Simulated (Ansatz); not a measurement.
A nudged elastic band was laid between two geometries of FH5O4Sn (11 atoms, charge 0, multiplicity 1).

Method: RKS PBE0/def2-SVP in Ansatz 0.2.0.

```json
{
 "movable images": "7",
 "climbing image": "yes",
 "spring": "5.0 eV/Å²",
 "optimiser": "quadratic models (default)",
 "start path": "through a guess of the saddle point",
 "force threshold": "0.03 eV/Å",
 "iteration limit": "60",
 "end points": "relaxed"
}
```

Image 0:

```xyz
11
Properties=species:S:1:pos:R:3
Sn 0.011 0.083 0.099
O 0.014 0.036 2.123
H -0.863 -0.061 2.513
O 1.813 -0.323 -0.562
H 1.751 -1.057 -1.187
O -1.042 1.557 -0.651
H -1.785 1.174 -1.139
O -1.135 -1.456 -0.407
H -0.887 -2.269 0.051
F 1.190 1.863 1.200
H 0.812 1.360 1.941
```

Image 8:

```xyz
11
Properties=species:S:1:pos:R:3
Sn 0.323 -0.016 -0.004
O -0.787 0.239 2.119
H -1.361 0.953 1.791
O 1.173 0.069 -1.777
H 1.639 -0.752 -1.979
O -1.121 1.320 -0.219
H -1.130 1.690 -1.110
O -0.017 -1.928 0.265
H -0.456 -2.051 1.117
F 1.658 0.701 1.225
H -0.041 0.683 2.551
```

Q: What changes between the two ends?

A: Bonds broken: F10–H11. Bonds formed: O2–H11.

Q: Give the energies along the band, and the barrier.

A: It converged. The highest image is number 3 of 0 to 8, 0.052 eV above the first end and 0.751 eV above the last; the last end lies 0.699 eV below the first. A vibrational analysis at the climbing image gives one clearly imaginary mode, 411i cm⁻¹: a first-order saddle point. The orbitals stay closed-shell, which can raise the energy where a bond breaks towards radicals; this wasn't checked here.

| image | path coordinate (Å) | energy (eV) | F10–H11 (Å) | O2–H11 (Å) |
| --- | --- | --- | --- | --- |
| 0 | 0.00 | 0.000 | 0.97 | 1.56 |
| 1 | 0.16 | 0.005 | 0.99 | 1.49 |
| 2 | 0.32 | 0.029 | 1.03 | 1.38 |
| 3 | 0.48 | 0.052 | 1.11 | 1.25 |
| 4 | 1.34 | -0.262 | 1.80 | 0.98 |
| 5 | 2.21 | -0.283 | 1.79 | 0.98 |
| 6 | 3.08 | -0.421 | 1.83 | 0.98 |
| 7 | 3.95 | -0.602 | 1.93 | 0.97 |
| 8 | 4.82 | -0.699 | 2.16 | 0.97 |

Q: What is the geometry of the highest image?

A: 
```xyz
11
Properties=species:S:1:pos:R:3:forces:R:3
Sn 0.084 0.173 0.047 0.00 0.01 0.01
O 0.012 0.017 2.145 0.01 0.01 0.00
H -0.867 0.077 2.539 0.00 0.00 0.00
O 1.862 -0.298 -0.632 0.00 0.00 0.00
H 1.774 -1.073 -1.202 0.00 0.00 0.00
O -1.058 1.586 -0.686 0.00 0.00 0.00
H -1.795 1.162 -1.147 0.00 0.00 0.00
O -1.057 -1.392 -0.394 0.00 0.00 0.00
H -0.814 -2.180 0.106 0.00 0.00 0.00
F 1.095 1.745 1.214 0.00 -0.02 0.01
H 0.642 1.089 1.989 0.00 0.01 -0.01
```

Q: What are the harmonic wavenumbers there?

A: 411i, 84, 105, 164, 170, 180, 194, 208, 286, 339, 381, 466, 618, 626, 651, 674, 745, 811, 898, 927, 1019, 1319, 1843, 3860, 3869, 3885, 3890 cm⁻¹.

Run time: 6 min on 4 threads of Arm Neoverse V2, on a shared host, peak memory 0.32 GiB.
